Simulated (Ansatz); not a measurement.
`C1=C[SiH2]N1` from Hartree–Fock to CCSD(T)

```xyz
9

C    -0.2123   -0.5148   -0.9456
C    -0.0172    0.8201   -0.8623
Si    0.3015    0.5293    0.9217
N     0.1123   -1.1174    0.2867
H    -0.5288   -1.1199   -1.7948
H    -0.0588    1.5507   -1.6517
H     1.6242    0.8108    1.5385
H    -0.7594    0.9178    1.8885
H    -0.4615   -1.8766    0.6190
```

The species carries charge 0 and has multiplicity 1. All single points use the PBE0-D4/def2-TZVP geometry. Frozen core, restricted reference, Ansatz. CBS rows extrapolate triple and quadruple zeta; past MP2 they add the triple-zeta difference.

| basis | HF (Eh) | MP2 corr. | CCSD corr. | (T) | CCSD(T) total |
| --- | --- | --- | --- | --- | --- |
| def2-SVP | -421.79735 | -0.52270 | ? | ? | ? |
| def2-TZVPP | -422.05744 | ? | ? | -0.03124 | ? |
| def2-QZVPP | -422.07289 | -0.68807 | – | – | – |
| CBS(def2) | -422.07502 | -0.72071 | -0.75166 | as TZ | -422.85792 |

Fill in the withheld values. (Estimate.)

The calculation gave: def2-SVP CCSD corr.: -0.56178; def2-SVP (T): -0.02033; def2-SVP CCSD(T) total: -422.37946; def2-TZVPP MP2 corr.: -0.64402; def2-TZVPP CCSD corr.: -0.67497; def2-TZVPP CCSD(T) total: -422.76365.
